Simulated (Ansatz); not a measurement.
Species: C₄H₂ISe (charge -1, singlet). It need not be the lowest isomer of its formula. Whether it binds its extra electron was not tested at this geometry. 
Geometry from a B3LYP-D3(BJ)/def2-TZVP (Ansatz, a program for electronic structure) optimisation:
SMILES: Ic1c[c-][se]c1
```xyz
8

I      2.0623    -0.3842     0.0691
C     -0.0861    -0.1460    -0.0098
C     -0.9514    -1.2854    -0.0944
C     -2.3122    -1.0715    -0.1417
Se    -2.4946     0.8545    -0.0669
C     -0.6260     1.0960     0.0209
H     -0.5290    -2.2859    -0.1197
H     -0.1041     2.0365     0.0828
```
Charge -1, spin multiplicity 1.

Basis-set convergence of Hartree-Fock and MP2 correlation energies (hartree) with Ansatz. Cores are frozen in the correlated levels unless marked. No spin-orbit coupling. The frozen core is the preceding noble-gas configuration, with the filled d and f shells of earlier blocks. Past Kr the def2 sets carry scalar-relativistic core potentials. This anion needs diffuse functions, which these sets lack.

The Hartree-Fock reference is unstable (checked in the largest basis), which strains HF and MP2. 

```json
[
 {"basis": "def2-SVP", "functions": "124", "E(HF)": "-2848.63888", "E(corr, MP2)": "-0.74383"},
 {"basis": "def2-TZVPP", "functions": "250", "E(HF)": "-2849.12641", "E(corr, MP2)": "-0.93832"},
 {"basis": "def2-QZVPP", "functions": "459", "E(HF)": "…", "E(corr, MP2)": "…"}
]
```

Some entries are withheld; supply them.


- def2-QZVPP, E(HF): -2849.18191
- def2-QZVPP, E(corr, MP2): -1.01249
